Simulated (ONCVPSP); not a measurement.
**u(r) = r·R(r): atom against pseudo-atom (V)**

Columns: radius, all-electron u(r) and pseudo u(r) of the 3p shell (level -77.16 eV) of vanadium in the configuration [Ne] 3s2 3p6 3d2; PBEsol, scalar-relativistic, ONCV scheme, ONCVPSP 4.0.1.

```json
{"r (bohr)": "0.105", "all-electron": "-0.4623", "pseudo": "0.0464"}
{"r (bohr)": "0.210", "all-electron": "-0.5083", "pseudo": "0.1762"}
{"r (bohr)": "0.315", "all-electron": "-0.1421", "pseudo": "0.3646"}
{"r (bohr)": "0.420", "all-electron": "0.3071", "pseudo": "0.5771"}
{"r (bohr)": "0.525", "all-electron": "0.6763", "pseudo": "0.7772"}
{"r (bohr)": "0.630", "all-electron": "0.9210", "pseudo": "0.9351"}
{"r (bohr)": "0.735", "all-electron": "1.0478", "pseudo": "1.0331"}
{"r (bohr)": "0.840", "all-electron": "1.0833", "pseudo": "1.0676"}
{"r (bohr)": "0.945", "all-electron": "1.0556", "pseudo": "1.0467"}
{"r (bohr)": "1.050", "all-electron": "0.9887", "pseudo": "0.9854"}
{"r (bohr)": "1.155", "all-electron": "0.9005", "pseudo": "0.8998"}
{"r (bohr)": "1.260", "all-electron": "0.8034", "pseudo": "0.8033"}
{"r (bohr)": "1.365", "all-electron": "0.7055", "pseudo": "0.7054"}
{"r (bohr)": "1.470", "all-electron": "0.6119", "pseudo": "0.6118"}
{"r (bohr)": "1.575", "all-electron": "0.5253", "pseudo": "0.5253"}
{"r (bohr)": "1.680", "all-electron": "0.4473", "pseudo": "0.4473"}
{"r (bohr)": "1.785", "all-electron": "0.3783", "pseudo": "0.3782"}
{"r (bohr)": "1.890", "all-electron": "0.3180", "pseudo": "0.3180"}
{"r (bohr)": "1.995", "all-electron": "0.2661", "pseudo": "0.2661"}
{"r (bohr)": "2.100", "all-electron": "0.2217", "pseudo": "0.2217"}
{"r (bohr)": "2.205", "all-electron": "0.1841", "pseudo": "0.1841"}
{"r (bohr)": "2.310", "all-electron": "0.1523", "pseudo": "0.1523"}
{"r (bohr)": "2.415", "all-electron": "0.1257", "pseudo": "0.1257"}
{"r (bohr)": "2.520", "all-electron": "0.1035", "pseudo": "0.1034"}
{"r (bohr)": "2.625", "all-electron": "0.0849", "pseudo": "0.0849"}
{"r (bohr)": "2.730", "all-electron": "0.0696", "pseudo": "0.0696"}
```

(1) How many radial nodes do the two functions have?

(2) At about which radius was the pseudo-wave matched?

(3) Is the pseudo-wave norm-conserving?

## Answers

(1) The all-electron 3p function has n − l − 1 = 1; the pseudo-wave has 0, since the states of the same l below it are removed with the core.

(2) 1.40 bohr. The columns agree to 0.0005 from 1.26 bohr on; several derivatives are matched, so the curves merge somewhat inside the radius.

(3) Yes: the ONCV scheme keeps the norm inside the radius equal to the all-electron one, which fixes the energy derivative of the logarithmic derivative at the level.
